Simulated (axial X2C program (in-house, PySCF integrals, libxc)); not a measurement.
# Worked dissociation energy of AgP: PBE0, spin-free

All values were computed with an axial X2C code built on PySCF integrals. Spin-free means the one-electron spin-free X2C Hamiltonian. Basis: Ag dyall-v3z [12s12p8d3f2g], P dyall-v3z [8s7p2d1f] (cores contracted in-house); Gaussian nuclei, density fitting, unrestricted open shells. Masses: Ag 106.905 u, P 30.974 u.

Molecular state: M_S = 1, Λ = 0 (beyond evenly filled blocks: π+α, π-α).

- E(Ag) (2M_S = 1, M_L = 0): -5315.129348 hartree
- E(P) (2M_S = 3, M_L = 0): -341.969706 hartree
- E(AgP) at Re: -5657.161197 hartree
- ωe: 302.3 cm⁻¹
- ωexe: 1.18 cm⁻¹

Work out De and D0.

De = -5315.129348 + (-341.969706) − (-5657.161197) = 0.06214 hartree = 1.691 eV. The zero-point energy is ωe/2 − ωexe/4 = 151 cm⁻¹ = 0.019 eV, so D0 = 1.672 eV.

The state is one determinant whose occupation by symmetry is held fixed; it was picked as the lowest of a PBE0 search that is not exhaustive. De is counted from the lowest determinant-based energies of the atoms at the same level, without counterpoise correction. PBE0 can misorder states that lie within some tenths of an eV, so this need not be the ground state of the molecule. The nearest other spin-free determinant of the search, M_S = 0, Λ = 2, lies 0.99 eV up at the distance of the search.

Each atomic determinant is the lowest at this level and need not be a pure term. Totals compare only within one Hamiltonian and basis.
